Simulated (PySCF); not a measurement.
1-chloro-2-fluorocyclobutene (C4H4ClF), SMILES FC1=C(Cl)CC1. The structure is a stationary point at PBE0-D3(BJ)/def2-SVP.

Calculation: PBE0-D3(BJ)/def2-SVP run with PySCF.

Harmonic wavenumbers (cm⁻¹): 203, 204, 280, 407, 546, 583, 703, 845, 930, 1038, 1062, 1088, 1149, 1150, 1187, 1249, 1374, 1444, 1473, 1819, 3077, 3084, 3141, 3151. Rotational constants (GHz): 4.547, 2.273, 1.546; symmetry number 1.

### Question
Work out the zero-point energy and the ideal-gas rigid-rotor harmonic-oscillator thermochemistry at 298.15 K and 1 atm.

### Answer
ZPE = ½ Σ hcν = ½ × 31186 cm⁻¹ = 44.58 kcal/mol. H − E(el) = 48.60 kcal/mol. Entropy in cal/(mol K): translation 39.91, rotation 27.40, vibration 8.75, total 76.06. G − E(el) = 25.92 kcal/mol. Cp = 20.99 cal/(mol K).
